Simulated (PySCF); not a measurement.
**How methods differ on the excitation energy of P²⁺**

P²⁺ [Ne] 3s2 3p1 (2P) → P²⁺ [Ne] 3s1 3p1 3d1 (high-spin determinant), as a difference of total energies. All numbers are calculated (PySCF 2.14, the non-relativistic Hamiltonian (point nucleus), in aug-cc-pwCVTZ (8s7p5d3f, 75 functions)). Correlated levels: valence: [Ne] frozen. The calculations carry no spin-orbit coupling.

| method | excitation energy (cm⁻¹) |
| --- | --- |
| UHF | 157430 |
| MP2 (valence) | 164580 |
| SCS-MP2 (valence) | 168230 |
| CCSD (valence) | 158770 |
| CCSD(T) (valence) | 156650 |

A first-order spin-orbit estimate (lowest level to lowest level, LS coupling) adds 0.010 eV.

The promoted electron is Rydberg-like, and one or two diffuse shells describe it only roughly, which tends to raise the upper state.

The coupled-cluster amplitudes are large for the upper state (T1 above 0.03 or a double amplitude above 0.15), so a single reference is strained.

The determinant of the upper state mixes LS terms, which raises its energy above the lowest term, most at the Hartree-Fock and MP2 levels.
